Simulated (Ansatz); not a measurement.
`[CH3][Cd][NH2]` + H–F → `[NH2][Cd][F]` + CH₄  (ligand exchange at a Cd–C bond)

Program: Ansatz. Geometries: PBE0-D4/def2-TZVP. ΔE: electronic, gas phase. CBS: MP2 limit from def2 TZ/QZ plus the TZ coupled-cluster correction, frozen cores. This one scheme is used for every species. DFT in def2-TZVPP. Elements past krypton have def2 core potentials. For Cd outer-core shells are correlated without core-valence functions, which leaves a few kJ/mol of doubt a bond. One conformer a species, not always the lowest.

CCSD(T)/CBS gives -14.4 kcal/mol.

Problem. Another level gave -15.1 kcal/mol. Which?
A. BLYP/def2-TZVPP
B. BHLYP/def2-TZVPP
C. PBE/def2-TZVPP
D. PBE0/def2-TZVPP

Solution. D. PBE0 -15.1, BLYP -19.4, PBE -16.1, BHLYP -18.2 kcal/mol.

Largest T1 diagnostic among the species: 0.016.

The D4 term adds +1.0 kcal/mol with B3LYP and +0.5 kcal/mol with PBE0; it sums over pairs of atoms, weighted by their polarisabilities, and B3LYP, whose exchange is more repulsive, gets the larger term. From PBE to PBE0 (25 % exact exchange), in def2-TZVPP and without D4, ΔE moves by +1.1 kcal/mol. At CCSD(T), def2-SVP lies −2.8 kcal/mol from the extrapolated value and def2-TZVPP +1.4 kcal/mol.

B3LYP here is the variant with VWN-RPA as its local correlation; programs differ in this.
